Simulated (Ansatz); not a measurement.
## GeH3O (SMILES [O][GeH3]): methods side by side

GeH3O has 5 atoms, charge 0, and is taken as a doublet. SMILES: `[O][GeH3]`. Geometry: optimised at PBE0/def2-SVP.

```
atom    x (Å)    y (Å)    z (Å)
   O  -1.4464   0.4237   0.7815
  Ge   0.0671  -0.0591  -0.0569
   H  -0.1582  -0.0903  -1.5783
   H   0.5532  -1.4196   0.4715
   H   1.0341   1.0716   0.3408
```

Each level gives the dissociation energy of the Ge2–O1 bond into doublet GeH3 and triplet O (shapes relaxed at PBE0/def2-SVP, no zero-point term) (eV). The values are calculated.

```tsv
level	kind	program	value (eV)	less CCSD(T)/def2-TZVPP	CPU time (all runs)
UHF/def2-TZVPP	Hartree–Fock	Ansatz	2.25	-1.45	13 s
UBLYP/def2-TZVPP	GGA	Ansatz	3.98	+0.28	13 s
UPBE/def2-TZVPP	GGA	Ansatz	4.09	+0.39	13 s
U-wB97M-V/def2-TZVPP	range-separated hybrid	Ansatz	3.87	+0.17	44 s
UB2PLYP/def2-TZVPP	double hybrid	Ansatz	3.81	+0.11	16 s
RPA@PBE/def2-TZVPP	RPA	Ansatz	3.51	-0.19	21 s
UMP2/def2-TZVPP	perturbation theory	Ansatz	3.80	+0.10	11 s
UCCSD(T)/def2-TZVPP	coupled cluster or CI	Ansatz	3.70	0.00	47 s
```

UCCSD(T)/def2-TZVPP is the highest level here, not the true value. All-electron rows without a relativistic Hamiltonian named are non-relativistic. The values span 2.25 to 4.09 eV. Hartree–Fock misses the correlation of the electron pair that is broken and comes out low. Measured bond enthalpies also hold zero-point and thermal terms, a few tenths of an eV less. In the correlated wave-function rows the outer d shell of Ge is correlated, in sets not made for it. In so small a basis fixed costs decide the times, and correlated methods can beat functionals. Times are those of the runs behind each value, whatever else they computed, on shared processors of several kinds: orders of magnitude only.
